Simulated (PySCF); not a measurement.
Match the calculated data to a structure.

* Polarisability: 83.9 au [CAM-B3LYP/def2-SVPD]
* Rotational structure: rotational constants A, B, C: 3.746, 0.995, 0.861 GHz [GFN2-xTB]
* UV, first state: lowest singlet excitation: 5.82 eV (213 nm, f = 0.001) [TDDFT CAM-B3LYP/def2-SVPD]
* Dipole: 4.30 D [CAM-B3LYP/def2-SVPD]
* Triplet: lowest triplet excitation (Tamm–Dancoff): 5.31 eV [TDA CAM-B3LYP/def2-SVPD]
* UV, strongest line: among the 8 lowest singlet transitions: S8 at 7.29 eV (170 nm, f = 0.075) [TDDFT CAM-B3LYP/def2-SVPD]

Electronic properties: PySCF, gas phase, density fitting. Levels stand in brackets. Isolated species at its GFN2-xTB geometry (one conformer only).

Question: Which candidate is it?
A. `C=CC/C=C/NC=O`
B. `CN(C)c1ccco1`
C. `CC#C[C@H](C)NC=O`

Answer: C. It is `CC#C[C@H](C)NC=O`. Numbering: `[CH3:1][C:2]#[C:3][C@H:4]([CH3:5])[NH:6][CH:7]=[O:8]`. Its formula, C6H9NO, gives 3 degrees of unsaturation: 0 rings and 3 π bonds in the structure found. The optimised geometry has point group C1 and is an asymmetric top.

The others, at the same levels:
- `C=CC/C=C/NC=O` fails: its computed lowest singlet excitation is 5.51 eV (225 nm, f = 0.002) (against 5.82 eV), lowest triplet excitation (Tamm–Dancoff) is 3.84 eV (against 5.31 eV) and strongest line among the 8 lowest singlet transitions is S2 at 5.78 eV (215 nm, f = 0.742) (against S8 at 7.29 eV).
- `CN(C)c1ccco1` fails: its computed lowest singlet excitation is 5.06 eV (245 nm, f = 0.082) (against 5.82 eV), lowest triplet excitation (Tamm–Dancoff) is 3.71 eV (against 5.31 eV) and strongest line among the 8 lowest singlet transitions is S2 at 5.52 eV (225 nm, f = 0.195) (against S8 at 7.29 eV).

Each candidate is one conformer, not necessarily the lowest. Dipoles, sizes and rotational constants follow the conformer. The torsions of the flexible species, by atom-mapped SMILES:
- `[CH3:1][C:2]#[C:3][C@H:4]([CH3:5])[NH:6][CH:7]=[O:8]`: C3–C4–N6–C7 -126°, C4–N6–C7–O8 0°
- `[CH2:1]=[CH:2][CH2:3]/[CH:4]=[CH:5]/[NH:6][CH:7]=[O:8]`: C1–C2–C3–C4 -116°, C2–C3–C4–C5 -117°, C4–C5–N6–C7 179°, C5–N6–C7–O8 1°
- `[CH3:1][N:2]([CH3:3])[c:4]1[cH:5][cH:6][cH:7][o:8]1`: C1–N2–C4–C5 -19°
